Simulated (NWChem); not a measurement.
System: CdNH$_{2}$F; SMILES [NH2][Cd][F]

Here is an NWChem input.

```
start job
memory heap 200 mb stack 900 mb global 1100 mb
geometry units angstroms noautosym nocenter noautoz
  Cd     0.493958    -0.268170     0.039979
  F     -0.009490    -2.130691     0.046925
  N      1.028943     1.656301     0.037786
  H      0.488919     2.189681    -0.643577
  H      2.005731     1.765753    -0.235838
end
basis spherical
  * library def2-svpd
end
ecp
  Cd library def2-ecp
end
dft
  xc xcamb88 1.00 lyp 0.81 vwn_5 0.19 hfexch 1.00
  cam 0.33 cam_alpha 0.19 cam_beta 0.46
  iterations 150
end
property
  response 1 0.0
end
task dft property
```

Geometry: optimised at PBE0/def2-SVP. Not confirmed as a minimum by frequencies. def2 effective core potentials on Cd; no spin-orbit coupling.

Static field.

**Question.** Predict the main results of this run. (CAM-B3LYP/def2-SVPD with def2 effective core potentials on Cd.) Quantities: isotropic polarisability (bohr³); anisotropy (bohr³).

**Answer.** 
```yaml
isotropic polarisability (bohr³): 36.9
anisotropy (bohr³): 19.9
```
